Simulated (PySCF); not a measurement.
TiOCl, SMILES [O]=[Ti][Cl] (connectivity only; charge and spin as stated), neutral, multiplicity 2. The structure is a stationary point at PBE0-D3(BJ)/def2-TZVP. The multiplicity is an assumed one; other spin states were not compared.

Level of theory: PBE0-D3(BJ)/def2-TZVP (PySCF).

Harmonic wavenumbers (cm⁻¹): 110, 405, 1063. Rotational constants (GHz): 39.74, 3.005, 2.793; symmetry number 1.

Question: Work out the zero-point energy and the ideal-gas rigid-rotor harmonic-oscillator thermochemistry at 298.15 K and 1 atm.

Answer: ZPE = ½ Σ hcν = ½ × 1579 cm⁻¹ = 2.26 kcal/mol. H − E(el) = 5.28 kcal/mol. Entropy in cal/(mol K): translation 39.70, rotation 24.38, vibration 4.28, spin 1.38, total 69.73. G − E(el) = -15.51 kcal/mol. Cp = 11.66 cal/(mol K). Modes under 150 cm⁻¹ make the vibrational entropy uncertain.
